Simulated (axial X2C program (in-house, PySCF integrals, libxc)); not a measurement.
Values are calculated unless marked as measured or tabulated.
## HfO: input and output

Program: an in-house all-electron X2C program for linear molecules (integrals from PySCF).

The run was started with this input:
```json
{
 "zs": [
  72,
  8
 ],
 "q": 0,
 "bas": [
  "dyall-cv3z",
  "dyall-av3z"
 ],
 "levels": [
  "PBE0",
  "HF",
  "r2SCAN"
 ],
 "cc": true,
 "r0": 1.85,
 "thr": -1.0,
 "nmax": 90,
 "npts": 10,
 "nst": 2,
 "ntry": 6
}
```
```bash
python so2c.py task.json out
```

Keys: zs atomic numbers; q charge; bas basis sets; levels methods; cc coupled cluster on or off; r0 starting distance in Å; thr threshold in hartree for freezing inner shells (an s shell follows its p shell); nmax most natural virtual spinors; npts points on the curve; nst determinants followed; ntry starts of the search. HF also brings MP2.

Output of the HF step, 2c, at R = 1.715 Å for the state Ω = 0. It starts from PBE0 orbitals of this distance.

```
two-component X2C + atomic mean field  HF
basis functions 239  fitting functions 1197  grid points 5074
iter        total energy     max residual
   1     -15146.382389206     1.00e+00
   2     -15146.433137223     3.08e-02
   3     -15146.435461880     1.63e-01
   4     -15146.439019556     8.33e-03
   5     -15146.439074567     2.25e-03
   6     -15146.439114602     3.54e-03
   7     -15146.439118734     2.19e-04
   8     -15146.439119831     6.36e-04
   9     -15146.439120162     1.92e-04
  10     -15146.439120247     2.08e-05
  11     -15146.439120269     5.11e-05
  12     -15146.439120272     1.64e-05
  13     -15146.439120273     8.92e-07
converged
one-electron -21137.80239758  Coulomb 6142.42256159  exact exchange -316.07375796  xc functional 0.00000000  nuclear repulsion 177.72948892  atomic mean-field constant -12.71501524
correlated 10  virtual 316  natural virtual 90  E(MP2) -0.361509679  MP2 remainder -0.016440919
iter   CCSD correlation   residual
   1     -0.311319258   2.44e-01
   2     -0.329463438   1.51e-01
   3     -0.334139476   4.20e-02
   4     -0.334142244   1.56e-02
   5     -0.334177517   4.56e-03
   6     -0.334212911   2.02e-03
   7     -0.334186806   7.50e-04
   8     -0.334194762   2.75e-04
   9     -0.334199326   1.39e-04
  10     -0.334195768   8.15e-05
  11     -0.334197834   4.67e-05
  12     -0.334197432   2.10e-05
  13     -0.334197303   1.05e-05
  14     -0.334197231   5.39e-06
  15     -0.334197201   2.23e-06
  16     -0.334197210   8.99e-07
(T) -0.019884285  T1 0.0388  D1 0.0535  max T2 0.154
```
Energies are in hartree; totals compare only within one Hamiltonian and basis. T1 in the output is the amplitude norm over the root of the electron number; divide by √2 for the Lee–Taylor value.
